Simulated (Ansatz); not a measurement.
The cluster Cs3H3, relaxed as a singlet with RKS PBE-D4/def2-TZVP in Ansatz, starting from the GFN1-xTB geometry. Force threshold 0.02 eV/Å.

In the def2 sets Cs takes a core potential; there is no spin–orbit coupling. Another isomer (singlet) lies 0.04 eV lower at PBE0-D4/def2-TZVP; other spin states weren't run for this one.

Start:

```xyz
6

Cs    1.0975    4.4211    2.5810
Cs   -0.7647    0.4068    0.9128
Cs   -0.4509   -1.1713   -0.9523
H    -1.3081   -1.9423   -0.2167
H     1.6561   -1.2406   -0.2240
H    -0.2300   -0.4738   -2.1009
```

(1) Estimate the energy that the relaxation releases and the steps that it takes.

(2) Does the start keep its bonding?

(3) Predict the relaxed structure.

Answers

(1) 400.2 kcal/mol, in 25 steps; 82 s on 4 threads of Intel Xeon on a shared host. No frequencies were taken in this run, so the end may be a saddle point.

(2) Bonds formed: Cs1–H5, Cs1–H6 (atoms count from 1). Metal–metal contacts that move far: Cs1–Cs3 6.79 to 4.41 Å.

(3) 
```xyz
6

Cs    1.707    2.473    0.350
Cs   -1.686   -0.129    1.330
Cs    0.648   -1.370   -1.536
H    -1.579   -2.265   -0.306
H     1.336   -0.111    1.119
H    -0.427    1.401   -0.957
```
Bond lengths (bridged metal pairs left out): 8 × Cs–H 2.69 to 3.03 Å.
